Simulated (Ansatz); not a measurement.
Geometry optimisation, RKS PBE/def2-SVP (Ansatz).

input.yaml

```yaml
crystal:
  periodic: [false, false, false]
  atoms:
    - { symbol: Ti, position_ang: [-0.132405, -0.122434, 0.015237] }
    - { symbol: Cl, position_ang: [-0.256707, -0.249428, 2.330869] }
    - { symbol: F, position_ang: [1.505866, -0.05525, -0.554354] }
    - { symbol: Cl, position_ang: [-1.320523, 1.511207, -0.81411] }
    - { symbol: F, position_ang: [-0.826427, -1.586692, -0.59517] }
    - { symbol: H, position_ang: [1.18742, 2.26454, 1.006957] }
    - { symbol: H, position_ang: [0.970377, 1.887957, 1.584871] }
basis:
  gaussian: { orbitals: def2-SVP }
hamiltonian:
  xc: pbe
relax:
  f_tol: 0.03
  max_steps: 50
output:
  orbitals: {}
```

Launched with:

```bash
$ ansatz run input.yaml --threads 2 --pin off --max-ram 3072MiB --backend cpu --events-out ev --progress --plain --runs-dir out
```

Problem. Where does it end, and by what steps?

Solution. It converged. After 6 steps the energy has fallen by 0.201 eV; H7 moved furthest, 0.53 Å.

```json
{"step": "0", "energy less start (eV)": "0.0000", "largest force component (eV/Å)": "1.466", "accepted": "yes"}
{"step": "1", "energy less start (eV)": "-0.1698", "largest force component (eV/Å)": "0.294", "accepted": "yes"}
{"step": "2", "energy less start (eV)": "-0.1914", "largest force component (eV/Å)": "0.181", "accepted": "yes"}
{"step": "3", "energy less start (eV)": "-0.1979", "largest force component (eV/Å)": "0.111", "accepted": "yes"}
{"step": "4", "energy less start (eV)": "-0.1989", "largest force component (eV/Å)": "0.312", "accepted": "yes"}
{"step": "5", "energy less start (eV)": "-0.2008", "largest force component (eV/Å)": "0.046", "accepted": "yes"}
{"step": "6", "energy less start (eV)": "-0.2010", "largest force component (eV/Å)": "0.014", "accepted": "yes"}
```

```xyz
7
Properties=species:S:1:pos:R:3
Ti -0.273 -0.319 -0.031
Cl -0.425 -0.434 2.149
F 1.388 -0.138 -0.502
Cl -1.445 1.359 -0.798
F -0.874 -1.795 -0.720
H 1.502 2.672 1.124
H 1.255 2.304 1.753
```

Whether the end is a true minimum wasn't checked by a vibrational analysis.

Run time: 11 s on 2 threads of Intel(R) Xeon(R) 6975P-C (Granite Rapids), with other jobs on the host, peak memory 0.17 GiB.
